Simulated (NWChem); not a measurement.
System: SiHSF3; SMILES S[Si](F)(F)F

Input file for NWChem:

```
start job
memory heap 200 mb stack 900 mb global 1100 mb
geometry units angstroms noautosym nocenter noautoz
  F      0.783874    -0.941763    -1.251860
  Si    -0.010955    -0.340000    -0.000851
  F      0.694713    -0.952023     1.297717
  F     -1.516610    -0.867532    -0.052195
  S     -0.058497     1.754353     0.000794
  H      1.290800     1.846789     0.006210
end
basis spherical
  F library def2-svp
  Si library def2-svp
  S library def2-svp
  H library def2-svp
end
dft
  xc pbe0
  iterations 150
end
cosmo
  do_cosmo_smd true
  solvent clbenzen
end
task dft energy
```

NWChem printed, in part:

```
             Northwest Computational Chemistry Package (NWChem) 7.3.0
             --------------------------------------------------------

                             Geometry "geometry" -> ""
                             -------------------------

 Output coordinates in angstroms (scale by  1.889725989 to convert to a.u.)

  No.       Tag          Charge          X              Y              Z
 ---- ---------------- ---------- -------------- -------------- --------------
    1 F                    9.0000     0.78387400    -0.94176300    -1.25186000
    2 Si                  14.0000    -0.01095500    -0.34000000    -0.00085100
    3 F                    9.0000     0.69471300    -0.95202300     1.29771700
    4 F                    9.0000    -1.51661000    -0.86753200    -0.05219500
    5 S                   16.0000    -0.05849700     1.75435300     0.00079400
    6 H                    1.0000     1.29080000     1.84678900     0.00621000

 Effective nuclear repulsion energy (a.u.)     319.6982565208

                                 NWChem DFT Module
                                 -----------------

 Summary of "ao basis" -> "ao basis" (spherical)
 ------------------------------------------------------------------------------
       Tag                 Description            Shells   Functions and Types
 ---------------- ------------------------------  ------  ---------------------
 F                          def2-svp                 6       14   3s2p1d
 Si                         def2-svp                 8       18   4s3p1d
 S                          def2-svp                 8       18   4s3p1d
 H                          def2-svp                 3        5   2s1p

 in cosmo_initialize ...
 calling solv_data for solv:clbenzen

 solvent parameters
 solvname_short: clbenzen
 solvname_long:  chlorobenzene
 dielec:        5.6968
 dielecinf:     2.3229
 nonaqueous SMD model solvent descriptors
 dielec:        5.6968
 sola:          0.0000
 solb:          0.0700
 solc:          0.8570
 solg:         47.4800
 solh:          0.1430
 soln:          1.5241

          ---------------
          -cosmo- solvent
          ---------------
 Cosmo: York-Karplus, doi: 10.1021/jp992097l
 dielectric constant -eps-     =   5.70
 screen = (eps-1)/(eps    )    =   0.82446
 surface charge correction     = lagrangian

   van der Waals surface
 --------------------------

[...]

                                COSMO-SMD solvation results
                                ---------------------------

             internal energy in gas <Psi(g)|H|Psi(g)> =      -987.033218204615
         internal energy in solvent <Psi(s)|H|Psi(s)> =      -987.032765086481
                               delta internal energy  =         0.000453118134 (    0.28 kcal/mol)
   total free energy in solvent <Psi(s)|H+V/2|Psi(s)> =      -987.037979646448
 polarization energy contribution <Psi(s)|V/2|Psi(s)> =        -0.005214559967 (   -3.27 kcal/mol)
    total free energy in solvent including G(SMD-CDS) =      -987.038744827147
                       G(SMD-CDS) energy contribution =        -0.000765180699 (   -0.48 kcal/mol)
     1 M fixed-concentration free energy of solvation =        -0.005526622532 (   -3.47 kcal/mol)

                       DFT Final Molecular Orbital Analysis
                       ------------------------------------

 Vector   27  Occ=2.000000D+00  E=-4.389826D-01
              MO Center= -2.4D-01,  7.3D-01, -1.1D-02, r^2= 3.4D+00
   Bfn.  Coefficient  Atom+Function         Bfn.  Coefficient  Atom+Function
  ----- ------------  ---------------      ----- ------------  ---------------
    51      0.377796  4 F  py                79     -0.304964  6 H  s
    68     -0.271192  5 S  px                71     -0.267606  5 S  px
    54     -0.261018  4 F  py                64      0.173606  5 S  s
    65     -0.156535  5 S  px                63      0.145784  5 S  s
    72     -0.140041  5 S  py                69     -0.128871  5 S  py

 Vector   28  Occ=2.000000D+00  E=-3.807996D-01
              MO Center= -3.0D-02,  1.4D+00, -7.6D-04, r^2= 2.6D+00
   Bfn.  Coefficient  Atom+Function         Bfn.  Coefficient  Atom+Function
  ----- ------------  ---------------      ----- ------------  ---------------
    72      0.404631  5 S  py                69      0.332194  5 S  py
    63      0.228815  5 S  s                 71     -0.212413  5 S  px
    66      0.189880  5 S  py                64      0.187361  5 S  s
    23     -0.181442  2 Si py                 5     -0.174543  1 F  py
    68     -0.174455  5 S  px                17     -0.171924  2 Si s

 Vector   29  Occ=2.000000D+00  E=-3.062293D-01
              MO Center= -2.6D-02,  1.6D+00,  1.5D-03, r^2= 1.7D+00
   Bfn.  Coefficient  Atom+Function         Bfn.  Coefficient  Atom+Function
  ----- ------------  ---------------      ----- ------------  ---------------
    73      0.626386  5 S  pz                70      0.443572  5 S  pz
    67      0.252493  5 S  pz                37      0.087342  3 F  py
     5     -0.084953  1 F  py                27      0.080677  2 Si pz
    29      0.069638  2 Si d -1              40     -0.064760  3 F  py
     8      0.062969  1 F  py                52      0.052413  4 F  pz

 Vector   30  Occ=0.000000D+00  E= 2.224471D-02
              MO Center=  6.0D-01,  1.5D+00,  7.3D-03, r^2= 3.3D+00
   Bfn.  Coefficient  Atom+Function         Bfn.  Coefficient  Atom+Function
  ----- ------------  ---------------      ----- ------------  ---------------
    80      1.103519  6 H  s                 71     -0.733253  5 S  px
    64     -0.694666  5 S  s                 79      0.380415  6 H  s
    25     -0.355668  2 Si px                18      0.351941  2 Si s
    17     -0.286220  2 Si s                 49     -0.203411  4 F  s
    63     -0.203492  5 S  s                 68     -0.201407  5 S  px

[...]
```

Level: PBE0/def2-SVP, SMD on the gas-phase geometry. The geometry was optimised at PBE0/def2-SVP. Solvent: chlorobenzene.
